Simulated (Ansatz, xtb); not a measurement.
# Two conformers of BrGaH4N2

Structure I: `N[NH][GaH][Br]`, a singlet. Structure II: `N[NH][GaH][Br]`, a singlet. Both are isolated molecules in the gas phase, relaxed with PBE0-D4/def2-SVP.

I (Å):

```xyz
8

Br   -1.1343    3.6160   -3.4838
Ga   -0.2846    2.3031   -1.7972
N    -0.3958    0.0427   -3.5926
N    -0.0925    0.5837   -2.3358
H    -1.3799    0.1934   -3.8116
H     0.1381    0.5195   -4.3182
H     0.2705   -0.1276   -1.7095
H     0.0569    2.8858   -0.4023
```

II (Å):

```csv
atom,x (Å),y (Å),z (Å)
Br,-0.4956,0.3064,-1.7078
Ga,1.4929,0.6882,-0.6098
N,2.4409,0.7481,2.0012
N,1.3265,0.5457,1.1856
H,2.6482,-0.0832,2.5544
H,2.2879,1.5211,2.6486
H,0.4454,0.3209,1.6452
H,2.7880,1.0242,-1.3849
```

Energies in hartree; the thermal terms are from GFN2-xTB frequencies at re-optimised GFN2-xTB minima (ideal gas, soft modes damped towards free rotors, one conformer each, 298.15 K, 1 atm) and include the zero-point energy:

```
                               I            II
E, CCSD(T)/def2-SVP  −4607.096411  −4607.097520
    E, MP2/def2-SVP  −4607.059519  −4607.060662
  E, MP2/def2-TZVPP  −4607.900336  −4607.900227
  zero-point energy      0.045450      0.046293
       H(298 K) − E      0.053911      0.054458
       G(298 K) − E      0.011832      0.013346
```

Correct the CCSD(T) difference for the basis set by the MP2 change, then work out ΔE, ΔE₀, ΔH and ΔG for I → II in kJ/mol (1 Eh = 2625.50 kJ/mol) and the equilibrium ratio [II]/[I].

1. Differences II − I: CCSD(T) −0.001109, MP2 in the small set −0.001143, MP2 in the large set +0.000109 Eh.
2. ΔE = −0.001109 + (+0.000109 − (−0.001143)) = +0.000143 Eh = +0.38 kJ/mol.
3. ΔE₀ = ΔE + ΔZPE = +0.000143 + (+0.000843) Eh = +2.59 kJ/mol.
4. ΔH = ΔE + (+0.000547) Eh = +1.81 kJ/mol.
5. ΔG = ΔE + (+0.001514) Eh = +4.35 kJ/mol, so ΔS = (ΔH − ΔG)/T = −8.5 J/(mol K).
6. kT = 0.9442 mEh, so K = [II]/[I] = exp(−ΔG/kT) = exp(−1.75) ≈ 0.17.

The sums favour I, but ΔE leans on the basis-set step (CCSD(T) alone has the other sign or is under 1 kcal/mol), so the order isn't settled. An error of 4 kJ/mol in ΔG would change K by a factor of 5. Mirror images and further conformers aren't counted.

Other levels gave ΔE = −0.8 (PBE0-D4/def2-SVP); −7.6 (HF/def2-SVP); −3.0 (MP2/def2-SVP); −2.9 (CCSD(T)/def2-SVP) kJ/mol. The correlated steps freeze 20 core orbitals; the filled d shell of Br and Ga is correlated, in a basis made for valence electrons. Programs: Ansatz 0.2.0, xtb 6.7.1.
